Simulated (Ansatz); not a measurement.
Relaxation of a periodic cell of 20 atoms, C₁₉O (surface graphene monolayer, adsorbate CO), to a largest force component of 0.03 eV/Å in at most 60 steps.

These are results of DFT PBE-D3(BJ), scalar-relativistic, plane waves, PAW (Ansatz), not measurements. Settings: PAW set soft_1, cutoff 420 eV, k mesh 2x2x1, fermi-dirac smearing 0.02 eV, no spin polarisation.

```xyz
20
Lattice="7.3980 0.0000 0.0000 -3.6990 6.4069 0.0000 0.0000 0.0000 11.0000" Properties=species:S:1:pos:R:3:forces:R:3
C 0.000 0.000 1.000 -0.24 0.68 -0.13
C 1.233 0.712 1.000 -0.05 0.43 -0.15
C -1.233 2.136 1.000 3.52 -0.04 -2.11
C 0.000 2.847 1.000 -1.20 -0.65 -0.21
C -2.466 4.271 1.000 0.24 -1.14 -0.19
C -1.233 4.983 1.000 1.90 0.76 0.29
C 2.466 0.000 1.000 -0.21 0.16 0.42
C 3.699 0.712 1.000 -0.54 -3.30 -2.63
C 1.233 2.136 1.000 0.70 -0.32 0.26
C 2.466 2.847 1.000 -1.91 1.25 0.47
C 0.000 4.271 1.000 -0.09 0.24 0.16
C 1.233 4.983 1.000 -0.46 0.86 -0.21
C 4.932 0.000 1.000 0.58 -2.73 -1.86
C 6.165 0.712 1.000 1.48 -0.30 -0.80
C 3.699 2.136 1.000 0.07 0.18 -1.57
C 4.932 2.847 1.000 1.52 1.39 -3.00
C 2.466 4.271 1.000 0.43 -1.10 0.11
C 3.699 4.983 1.000 -1.27 0.75 0.56
C -2.466 4.271 2.550 -0.25 0.61 0.30
O -2.877 1.661 2.100 -4.23 2.25 10.29
```

Problem. Where does it end, and by what steps?

Solution. The run converged. The force dipped under the threshold on the way, but the program's further checks kept it going. Limits of this set-up: slab without dipole correction. After 24 steps the energy has fallen by 12.810 eV; O20 moved furthest, 2.71 Å. The start is strongly strained (largest force component 10 eV/Å), so its close contacts needn't be bonds. Parted: C5–C19 (1.55 → 3.29 Å), C15–O20 (1.45 → 3.52 Å). Joined: C19–O20 (2.68 → 1.14 Å).

```csv
step,energy less start (eV),largest force component (eV/Å),accepted
0,0.0000,10.292,yes
1,-2.1945,5.561,yes
2,-3.5083,2.334,yes
3,-4.3765,1.939,yes
4,-5.0532,1.922,yes
5,-5.7186,1.925,yes
6,-6.4576,2.328,yes
7,-7.3490,2.539,yes
8,-7.5853,10.841,yes
9,-9.3804,4.415,yes
10,-10.9850,3.278,yes
11,-12.0403,1.969,yes
12,-12.3969,2.010,yes
13,-12.6598,0.791,yes
14,-12.7665,0.543,yes
15,-12.8002,0.279,yes
16,-12.8060,0.144,yes
17,-12.8084,0.056,yes
18,-12.8092,0.048,yes
19,-12.8095,0.092,yes
20,-12.8097,0.096,yes
21,-12.8099,0.094,yes
22,-12.8100,0.057,yes
23,-12.8101,0.015,yes
24,-12.8101,0.015,yes
```

```xyz
20
Lattice="7.3980 0.0000 0.0000 -3.6990 6.4069 0.0000 0.0000 0.0000 11.0000" Properties=species:S:1:pos:R:3
C 0.086 -0.077 0.807
C 1.315 0.633 0.809
C -1.136 2.048 0.808
C 0.086 2.753 0.809
C -2.384 4.179 0.803
C -1.136 4.900 0.807
C 2.563 -0.088 0.809
C 3.785 0.618 0.810
C 1.315 2.044 0.810
C 2.563 2.764 0.807
C 0.086 4.194 0.809
C 1.315 4.904 0.808
C 5.014 -0.092 0.809
C 6.262 0.628 0.809
C 3.785 2.058 0.807
C 5.014 2.768 0.805
C 2.563 4.184 0.804
C 3.785 4.890 0.803
C -3.200 4.234 3.990
O -3.732 3.238 4.125
```

Run time: 2.2 min on 1 thread of Arm Neoverse V2, with other jobs on the host, peak memory 0.6 GiB.
